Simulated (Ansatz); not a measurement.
Wavefunction ladder for BFH$_{4}$OSn (`[BH2][SnH]([OH])[F]`)

```json
{"atom": "B1", "x (Å)": "-0.249", "y (Å)": "-1.716", "z (Å)": "-0.115"}
{"atom": "Sn2", "x (Å)": "-0.165", "y (Å)": "0.478", "z (Å)": "0.351"}
{"atom": "O3", "x (Å)": "1.401", "y (Å)": "1.191", "z (Å)": "-0.586"}
{"atom": "F4", "x (Å)": "-1.646", "y (Å)": "1.375", "z (Å)": "-0.506"}
{"atom": "H5", "x (Å)": "-1.261", "y (Å)": "-2.197", "z (Å)": "-0.516"}
{"atom": "H6", "x (Å)": "0.720", "y (Å)": "-2.390", "z (Å)": "0.048"}
{"atom": "H7", "x (Å)": "-0.225", "y (Å)": "1.108", "z (Å)": "1.939"}
{"atom": "H8", "x (Å)": "1.424", "y (Å)": "2.151", "z (Å)": "-0.613"}
```

The species carries charge 0 and has multiplicity 1. Correlated methods include outer-core shells of Sn, which these sets cover unevenly. Sn takes the def2 core potential. All single points use the PBE0-D4/def2-TZVP geometry. It is one conformer, not always the lowest. Frozen core, restricted reference, the Gaussian-basis code of Ansatz.

```json
{"basis": "def2-SVP", "HF (Eh)": "-414.49297", "MP2 corr.": "-0.56689"}
{"basis": "def2-TZVPP", "HF (Eh)": "-414.76543", "MP2 corr.": "-0.91793"}
{"basis": "def2-QZVPP", "HF (Eh)": "-414.77821", "MP2 corr.": "-1.18281"}
```

(1) Estimate the CCSD correlation energy and the (T) correction in each basis where they were run (hartree).

Results:

(1) 
```
     basis  CCSD corr.       (T)
  def2-SVP    -0.60080  -0.01239
def2-TZVPP    -0.93322  -0.02884
```
